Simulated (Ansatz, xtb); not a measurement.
# CH2MgNNa: which of two structures lies lower

Structure I: a singlet given by its coordinates. Structure II: a singlet given by its coordinates. Both are isolated molecules in the gas phase, relaxed with PBE0-D3(BJ)/def2-SVP.

I (Å):

```csv
atom,x (Å),y (Å),z (Å)
C,-1.7238,-0.6107,0.7059
Mg,1.2983,0.5671,1.3757
N,-0.6607,-0.1973,0.9416
Na,-3.8012,-1.4162,0.2439
H,1.9753,-0.3402,2.7020
H,1.6459,1.8763,0.2776
```

Close contacts (Å): C1–N3 1.16, C1–Na4 2.28, Mg2–N3 2.15, Mg2–H5 1.74, Mg2–H6 1.74.

II (Å):

```
atom    x (Å)    y (Å)    z (Å)
   C   0.3976   0.0734   0.2851
  Mg  -1.2431   1.2758   2.6915
   N  -0.4074  -0.0200   1.2514
  Na  -1.6488  -1.6406   2.2791
   H   0.8888   1.0257  -0.0238
   H   0.6973  -0.7892  -0.3562
```

Close contacts (Å): C1–N3 1.26, Mg2–N3 2.11, Mg2–Na4 2.97, N3–Na4 2.29, C1–H5 1.12, C1–H6 1.12.

Problem. Estimate which is lower in electronic energy at CCSD(T)/def2-TZVPP, and by roughly how much.

Solution. The CCSD(T)/def2-TZVPP calculation puts structure I lower, by 0.361 eV.

The same difference at several levels:

```tsv
level	geometry	E(II) − E(I) (eV)	departure from the last row (eV)	job, with rough time for the two
GFN2-xTB	GFN2-xTB	+0.399	+0.038	optimisation, 0.11 s
HF/STO-3G	GFN2-xTB	+4.286	+3.925	single point, 0.26 s
r2SCAN-D4/def2-SVP	GFN2-xTB	+0.251	−0.110	single point, 4.4 s
PBE0-D3(BJ)/def2-SVP	PBE0-D3(BJ)/def2-SVP	−0.138	−0.500	optimisation, 47 s
HF/def2-TZVPP	PBE0-D3(BJ)/def2-SVP	+0.683	+0.322	part of the CCSD(T) run
MP2/def2-TZVPP	PBE0-D3(BJ)/def2-SVP	+0.466	+0.105	part of the CCSD(T) run
CCSD(T)/def2-TZVPP	PBE0-D3(BJ)/def2-SVP	+0.361		single point, 3.2 min
```

PBE0-D3(BJ)/def2-SVP puts the two in the other order. The largest departure from CCSD(T)/def2-TZVPP is that of HF/STO-3G, 3.925 eV.

With harmonic frequencies from PBE0-D3(BJ)/def2-SVP (ideal gas, rigid rotor, one conformer each, 298.15 K, 1 atm): on the last row, ΔE + ΔZPE = +0.674 eV. A mode under 50 cm⁻¹ makes harmonic enthalpies and free energies unreliable, so none is given.

The correlated steps freeze 4 core orbitals; the last core shell of Mg and Na is correlated, in a basis made for valence electrons. Programs: Ansatz 0.2.0, xtb 6.7.1; the last row on 1 thread of Arm Neoverse V2 on a shared host.
